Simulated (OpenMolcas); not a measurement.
Lines of La III: computed and rescaled rates

```
Program             : OpenMolcas 26.06
Method              : SS-CASPT2, IPEA 0.25 Eh, imaginary shift 0.1 Eh (closed shells correlated: 5s 5p)
Basis               : ANO-RCC-VTZP [8s7p5d3f2g1h]
Scalar Hamiltonian  : DKH2, point nucleus
Active space        : 1 electron in 6 orbitals (5d 6s)
State averaging     : 2S+1 = 2 even, 6 roots
Spin-orbit coupling : RASSI with atomic mean-field integrals over the reference wave functions, term energies averaged over their components
```

Rates come from the transition moments of the reference wave functions (E1 and E2 in the length form). At fixed line strength A goes as λ^-3 for E1 and M1 and as λ^-5 for E2, so a rate at the computed wavelength can be rescaled to the measured one. Measured vacuum wavelengths follow from level energies in Martin, Zalubas and Hagan, Atomic Energy Levels: The Rare-Earth Elements, NSRDS-NBS 60 (1978). Branching counts decays inside the model space alone, at computed energies, and the table is only a selection of the E2 and M1 lines, drawn from those between levels with measured partners whose computed energy lies within a factor of 1.5 of the measured one.

| Upper | Lower | Type | λ computed (nm) | λ measured (nm) | A computed (s-1) | A rescaled (s-1) | Branching % |
| --- | --- | --- | --- | --- | --- | --- | --- |
| 6s ²S_1/2 | 5d ²D_3/2 | E2 | 694.5 | 735.8 | 2.62e+00 | 1.96e+00 | 54.5 |
| 6s ²S_1/2 | 5d ²D_5/2 | E2 | 780.9 | 834.2 | 2.19e+00 | 1.57e+00 | 45.5 |
| 5d ²D_5/2 | 5d ²D_3/2 | M1 | 6278 | 6237 | 4.38e-02 | 4.47e-02 | 100.0 |

The largest correction is for 6s ²S_1/2 → 5d ²D_5/2 (E2): 2.19e+00 × (780.9 / 834.2)^5 = 1.57e+00 s-1, a factor of 0.72.

The computed rate and branching of 5d ²D_5/2 → 5d ²D_3/2 give the upper level a radiative lifetime of 1.000 / 4.38e-02 s-1 = 2.28e+01 s, counting decays inside the model space alone. The rescaled rate gives about 2.2e+01 s.

These are rates of the free ion; in crystals, glasses and complexes forced electric-dipole and non-radiative decay shorten such lifetimes by orders of magnitude. No measured rate stands beside these. Rescaling mends the energy factor alone: line strengths can still be far off where a level mixes with configurations outside the active space, and weak or spin-changing lines hang on small mixing coefficients that depend on the term gaps too, so rescaling need not improve them.

With one active electron, CASPT2 adds the correlation within the correlated inactive shells and between them and that electron, and leaves the splitting within a term as the reference gives it. Measured partners are found by configuration, term and J. A level has none where our copy of the source lacks it or the pairing is in doubt (some pairs that miss far off the trend of their configuration count as doubtful). Only configurations of the active space appear.
